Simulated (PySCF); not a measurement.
# Electron correlation in Be⁺ (beryllium, charge +1)

[He] 2p1, 2P determinant (an excited configuration). Computed with PySCF 2.14 in dyall-acv3z (15s9p4d2f, 76 functions), with the non-relativistic Hamiltonian (point nucleus). Frozen: nothing; 3 electrons correlated; the 5 highest virtual orbitals of each spin left out.

| level | correlation energy (mhartree) |
| --- | --- |
| CCSD | -44.69 |
| (T) | -0.03 |
| CCSD(T) | -44.72 |

Diagnostics: T1 = 0.0024, D1 = 0.0059, largest double amplitude 0.009.

Cost of the coupled-cluster step: of the order of 2.6 core-seconds, for 3 correlated electrons.

Iterations:

```
CC2 = 0
CCSD nocc = (np.int64(2), np.int64(1)), nmo = (71, 71)
frozen orbitals [[71, 72, 73, 74, 75], [71, 72, 73, 74, 75]]
max_cycle = 100
direct = 0
conv_tol = 1e-08
conv_tol_normt = 1e-06
diis_space = 8
diis_start_cycle = 0
Init t2, MP2 energy = -0.0411419484830008
Init E_corr(UCCSD) = -0.0411419484926016
cycle = 1  E_corr(UCCSD) = -0.0442736625712431  dE = -0.00313171408  norm(t1,t2) = 0.00550222
cycle = 2  E_corr(UCCSD) = -0.0446315797286095  dE = -0.000357917157  norm(t1,t2) = 0.00175146
cycle = 3  E_corr(UCCSD) = -0.0447129718150888  dE = -8.13920865e-05  norm(t1,t2) = 0.000751017
cycle = 4  E_corr(UCCSD) = -0.0446911981041467  dE = 2.17737109e-05  norm(t1,t2) = 7.60306e-05
cycle = 5  E_corr(UCCSD) = -0.0446922486417641  dE = -1.05053762e-06  norm(t1,t2) = 7.13019e-06
cycle = 6  E_corr(UCCSD) = -0.0446922452358218  dE = 3.40594223e-09  norm(t1,t2) = 5.60064e-07
UCCSD converged
E(UCCSD) = -14.17563227898856  E_corr = -0.04469224523582185
UCCSD(T) correction = -2.75634547068152e-05
```
